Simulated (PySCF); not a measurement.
Gas-phase reaction: 3 B(OCH3)3 + C3H6 (cyclic) ⇌ 3 HBO2 + 3 C4H10 (isobutane) + 3 O

Method: PySCF energies plus ideal-gas RRHO corrections (1 bar). † marks an energy on the PBE0/def2-TZVP geometry and frequencies. MP2 and CCSD(T) freeze the core. Open shells (unrestricted): O (multiplicity 3, electronic degeneracy 9); the rest are closed-shell singlets. Spin-orbit splitting is ignored; it lowers the true energy and changes the entropy of O. MP2 isn't extrapolated to the basis-set limit; its ΔH°(298 K) is 1275.6 kJ in def2-SVP and 1352.3 kJ in def2-TZVPP. CCSD(T) isn't extrapolated to the basis-set limit. The harmonic model lacks anharmonicity and excited electronic states, which grow with temperature; levels with a mode under 35 cm⁻¹ are left out. Internal rotation in B(OCH3)3, C4H10 (isobutane) is treated as a harmonic vibration of one conformer, which makes the entropy rough.

```csv
level,"ΔE electronic, kJ","ΔH°(298 K), kJ","ΔS°(298 K), J/K","ΔG°(1600 K), kJ"
CCSD(T)/def2-SVP†,1293,1236,660,176
M06-2X/def2-TZVP†,1522,1465,660,405
MP2/def2-TZVPP†,1409,1352,660,292
PBE/def2-TZVP†,1479,1422,660,362
LDA/def2-TZVP†,1891,1834,660,774
```
ΔH° is lowest at CCSD(T)/def2-SVP† and highest at LDA/def2-TZVP†. No reference value is set beside these.
